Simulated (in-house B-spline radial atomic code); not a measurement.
RPA and G0W0 for Te VI (Te5+), [Kr] 4d10 5s1, highest spin, as one setting changes: the highest l of the empty states. Start: PBE. A dash marks a level of low quasi-particle weight. Computed with a B-spline radial code for spherical atoms: all electrons, scalar-relativistic (spin-free one-electron X2C), finite nucleus, each spin shell either full or empty, empty states to the listed l with an (l + 1/2)⁻⁴ tail; G0W0 by contour deformation at full frequency.

```tsv
highest l of the empty states	RPA summed (Eh)	RPA extrapolated (Eh)	G0W0 level (eV)
4	-3.1779	-3.7678	5s up -71.50
5	?	?	?
6	-3.5799	-3.8078	5s up -71.51
7	-3.651	-3.7962	5s up -71.50
8	-3.6897	-3.7816	5s up -71.49
9	?	?	?
10	-3.7269	-3.7703	5s up -71.49
11	-3.7363	-3.7678	5s up -71.49
```

Q: What belongs in the row for 9?

A: RPA summed (Eh): -3.7126; RPA extrapolated (Eh): -3.7744; G0W0 level (eV): 5s up -71.49.

Q: What belongs in the row for 5?

A: RPA summed (Eh): -3.4473; RPA extrapolated (Eh): -3.8226; G0W0 level (eV): 5s up -71.53.
